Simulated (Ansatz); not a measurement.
Reaction (atomization): `C[Si](C)(O)P` → 2 C• + 9 H• + O• + P• + Si•

Program: Ansatz. Geometries: PBE0-D4/def2-TZVP. ΔE: electronic, gas phase. CCSD(T)/CBS adds triple-zeta CCSD(T) − MP2 to the extrapolated MP2 energy (def2 sets, frozen cores). This one scheme is used for every species, atoms too. Functionals use def2-TZVPP. Open shells (•) are unrestricted, without spin–orbit coupling. Spin–orbit coupling would lower the free atoms: a little for C, O, Si. Each species was taken in one conformer, which may not be the lowest.

| level | ΔE (eV) |
| --- | --- |
| revPBE-D4 | 51.81 |
| r2SCAN-D4 | 52.43 |
| CCSD(T)/def2-SVP | 48.88 |
| CCSD(T)/def2-TZVPP | 51.03 |

What does CCSD(T)/CBS give? (An estimate is asked.)

Computed: +52.41 eV. The listed levels differ from it by -0.60, 0.02, -3.53, -1.38 eV.

Largest T1 diagnostic among the species: 0.012.

At CCSD(T), def2-SVP lies −3.53 eV from the extrapolated value and def2-TZVPP −1.38 eV: correlation converges slowly with the basis, and small sets miss more of it in the bonded molecule than in its fragments. Leaving LDA and LC-ωPBE aside and taking each functional with its dispersion term where it has one, the values, not all of them listed here, spread over 1.59 eV, from BHLYP-D4 to PBE-D4. LDA lies +6.59 eV from PBE without D4, its usual overbinding.

For atomizations the MP2-based limit and the directly extrapolated one differ by several kJ/mol either way, and by 10 to 25 for some Ge, Se and Sn compounds, so smaller differences from it don't rank the levels.
